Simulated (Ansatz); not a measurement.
The cluster B5⁺, relaxed as a singlet with RKS B3LYP-D4/def2-SVP in Ansatz, starting from the GFN1-xTB geometry. Force threshold 0.02 eV/Å.

The restricted singlet is unstable towards broken spin symmetry in Hartree–Fock (as tested in another run); at B3LYP-D4/def2-SVP this wasn't settled. Another isomer (singlet) lies 4.41 eV lower at PBE0-D4/def2-TZVP; other spin states weren't run for this one.

Start:

Cartesian coordinates in Å:
```
B 1.596 0.806 -1.417
B 0.480 0.247 -0.421
B -1.260 -0.639 1.115
B 0.278 -0.748 0.827
B -1.095 0.334 -0.104
```

```json
{"step": "1", "energy (eV)": "-3360.1608", "largest force component (eV/Å)": "2.736", "SCF passes": "31"}
{"step": "2", "energy (eV)": "-3360.3376", "largest force component (eV/Å)": "1.106", "SCF passes": "34"}
{"step": "3 (rejected)", "energy (eV)": "-3360.2061", "largest force component (eV/Å)": "1.857", "SCF passes": "34"}
{"step": "4", "energy (eV)": "-3360.4121", "largest force component (eV/Å)": "0.165", "SCF passes": "34"}
{"step": "5", "energy (eV)": "-3360.4143", "largest force component (eV/Å)": "0.066", "SCF passes": "35"}
{"step": "6", "energy (eV)": "-3360.4144", "largest force component (eV/Å)": "0.005", "SCF passes": "27"}
```

Force components are those of the run's own axes.

End:

Cartesian coordinates in Å:
```
B 1.686 0.853 -1.494
B 0.478 0.242 -0.423
B -1.314 -0.665 1.164
B 0.203 -0.710 0.802
B -1.053 0.280 -0.050
```

By distances, no bond broke or formed. The bond that changes most is B4–B5, from 1.98 to 1.81 Å (atoms count from 1).

No frequencies were taken in this run, so the end may be a saddle point.

Run time 2.2 s (4 threads of AMD EPYC 9R45 on a shared host).
